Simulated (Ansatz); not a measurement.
Reaction (ligand exchange at the Si–S bond): `FCS[SiH3]` + `C[SiH](N)O` → `C[SiH](N)O[SiH3]` + `FCS`

Program: Ansatz. Geometries: PBE0-D4/def2-TZVP. ΔE: electronic, gas phase. CBS: MP2 limit from def2 TZ/QZ plus the TZ coupled-cluster correction, frozen cores. DFT in def2-TZVPP. Each species was taken in one conformer, which may not be the lowest.

| level | ΔE (kcal/mol) |
| --- | --- |
| ωB97M-V | -12.9 |
| r2SCAN | -11.9 |
| SCS-MP2/def2-QZVPP | -14.1 |
| CCSD/CBS(def2) | -13.6 |

(1) What does CCSD(T)/CBS give? (An estimate is asked.)

Largest T1 diagnostic among the species: 0.012.

## Answers

(1) Ansatz gave: -12.8 kcal/mol. The listed levels differ from it by -0.1, 0.9, -1.3, -0.8 kcal/mol.

In def2-TZVPP, CCSD(T) changes the Hartree–Fock value by +4.2 kcal/mol (the triples alone add +0.8 kcal/mol) and MP2 by +4.7 kcal/mol. From PBE to PBE0 (25 % exact exchange), in def2-TZVPP and without D4, ΔE moves by −1.3 kcal/mol.
